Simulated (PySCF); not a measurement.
SiSn, HF: how much the basis matters

PySCF, UHF reference; triplet, unpaired electrons π ↑↑; De to Si + Sn without counterpoise correction.

```csv
basis,relativity,functions,Re (Å),ωe (cm⁻¹),De (eV),μ (D)
cc-pV(D+d)Z/cc-pVDZ-PP,scalar-relativistic core potentials,46,2.485,392,1.10,1.00
x2c-SVPall,spin-free X2C,54,2.476,398,1.14,0.93
def2-SVPD,scalar-relativistic core potentials,56,2.486,392,1.19,1.06
def2-TZVPP,scalar-relativistic core potentials,92,2.478,393,1.20,1.11
```

(1) How does each smaller set differ from the one with most functions, def2-TZVPP?

A positive dipole means Si(−)Sn(+). These are scalar-relativistic numbers at best; spin–orbit coupling would shift them, the dissociation energy most. Hartree–Fock leaves out correlation, which carries a large part of most bond energies and some tenths to 1 eV of ionisation energies. The state was picked by a PBE0 search and need not be the measured ground state.

Results:

(1) cc-pV(D+d)Z/cc-pVDZ-PP: +0.7 pm, -0.3 % in ωe, -0.10 eV in De; x2c-SVPall: -0.2 pm, +1.3 % in ωe, -0.06 eV in De; def2-SVPD: +0.8 pm, -0.3 % in ωe, -0.01 eV in De. All at HF; the set with most functions is neither the basis-set limit nor always the best. The rows treat relativity differently, so the differences are not basis effects alone.
